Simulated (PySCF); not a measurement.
GeH5Si, SMILES [GeH2][SiH3] (connectivity only; charge and spin as stated), charge +1, multiplicity 1.

Geometry: PBE0-D3(BJ)/def2-TZVP. The multiplicity is an assumed one; other spin states were not compared. The isomer is the one that the SMILES or the coordinates give; other isomers of the formula were not compared.

Two levels are set side by side: TDA-PBE/def2-SVPD (PySCF) and ADC(2)/aug-cc-pVDZ (PySCF). Vertical, same geometry; the bases differ. Differences are taken from unrounded values.

```csv
quantity,TDA-PBE
lowest singlet excitation (eV),3.60
```

### Question
These are the TDA-PBE values. What does ADC(2) give? (Estimate from the structure and the level; the computed values follow.)

### Answer

```tsv
quantity	ADC(2)	TDA-PBE minus ADC(2)
lowest singlet excitation (eV)	4.03	-0.43
```

Functionals without exact exchange tend to place singlet excitations lower, as here. Differences between two approximate levels are no errors against the true value.

Rough cost on one machine, each run with all the roots and properties that it gave: ADC(2) against TDA-PBE about 10 times.
